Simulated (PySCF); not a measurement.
CHO2, SMILES O=C[O-], charge -1.

Geometry: PBE0-D3(BJ)/def2-TZVPD.

All values below come from PBE/def2-TZVPD (PySCF).

Gas-phase values at a fixed geometry. A positive occupied level means that this level leaves the electron formally unbound; only the finite basis holds it.

```yaml
total_energy: -189.09430 hartree
point_group: C2v
highest_occupied_level: 0.29 eV
lowest_empty_level: 4.23 eV
orbital_gap: 3.93 eV
dipole_moment_about_the_centre_of_nuclear_charge: 1.18 D
mean_static_polarisability: 39.0 bohr³ (5.78 Å³)
polarisability_principal_values: 26.0, 44.3, 46.7 bohr³
```
